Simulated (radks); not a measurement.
Species: the caesium ion Cs2+. Configuration: [Kr] 4d10 5s2 5p4 7d1 (not the ground configuration).

Method: scalar-relativistic Kohn-Sham, PBE, spin-unpolarised, spherical densities, point nucleus; computed with a radial shooting solver on a logarithmic mesh with Libxc functionals.

Energy parts (hartree):
part                       energy
total                  -7784.8700
kinetic                 8202.6633
electron-nucleus      -18789.2068
Hartree                 2992.8098
exchange-correlation    -191.1362

Orbitals (lengths in bohr, moments of r in powers of bohr; <r^-3> diverges for s and p1/2; r(max) is where P^2 peaks; r(90%) holds 90 % of the orbital's charge):
orbital  occ.  eigenvalue (hartree)      <r>  r(90%)   r(max)  <r^-3>
1s          2             -1316.629  0.02611  0.0470  0.01678       -
2s          2             -207.3588   0.1121   0.173  0.09488       -
2p          6             -186.1070  0.09821   0.160  0.07619    6587
3s          2             -43.88719   0.2990   0.439   0.2725       -
3p          6             -37.04895   0.2970   0.445   0.2666    1284
3d         10             -27.01507   0.2735   0.429   0.2204   176.6
4s          2              -9.06906   0.6944   0.999   0.6425       -
4p          6              -6.88183   0.7388    1.08   0.6728   262.8
4d         10              -3.69650   0.8338    1.26   0.7202   28.61
5s          2              -1.86750    1.673    2.39    1.519       -
5p          4              -1.33710    1.920    2.77    1.716   37.69
7d          1              -0.17306    10.46    14.4    11.10  0.2928

The highest occupied level is 7d at -4.709 eV. The density falls to 0.001 e/bohr^3 at r = 3.67 bohr. Summed over all electrons, <r^2> = 159.9 bohr^2, which gives a Langevin (diamagnetic) susceptibility term of -127 x 10^-6 cm^3/mol.
